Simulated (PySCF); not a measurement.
Antimony: a sound run and one with changed settings

Sound run: Sb [Kr] 4d10 5s2 5p3, Sb⁺ [Kr] 4d10 5s2 5p2. Calculation: PySCF 2.14, in def2-SVP with the def2 core potential (28 electrons) (4s4p2d, 26 functions); a scalar-relativistic core potential. The sound run starts from symmetry-adapted Hartree-Fock orbitals and uses a fine grid where one is needed.

Changed run: basis STO-3G, all-electron and non-relativistic. This setting is unsound on purpose.

| species | method | sound run (hartree) | changed run (hartree) | converged |
| --- | --- | --- | --- | --- |
| Sb | UHF | -239.27335 | -6251.36246 | yes |
| Sb | r2SCAN | -240.30522 | -6253.55728 | yes |
| Sb | M06-2X | -240.14884 | -6253.57918 | yes |
| Sb⁺ | UHF | -238.95749 | -6251.13175 | yes |
| Sb⁺ | r2SCAN | -239.96783 | -6253.29654 | yes |
| Sb⁺ | M06-2X | -239.81992 | -6253.32411 | yes |

Ionisation energy of Sb:

| method | sound run (eV) | changed run (eV) |
| --- | --- | --- |
| UHF | 8.595 | 6.278 |
| r2SCAN | 9.181 | 7.095 |
| M06-2X | 8.950 | 6.941 |

A minimal basis cannot let orbitals breathe on ionisation and holds almost no correlation. The Hamiltonian changed with the basis, so the totals do not compare.

For comparison, NIST gives 8.608 eV between the lowest levels.
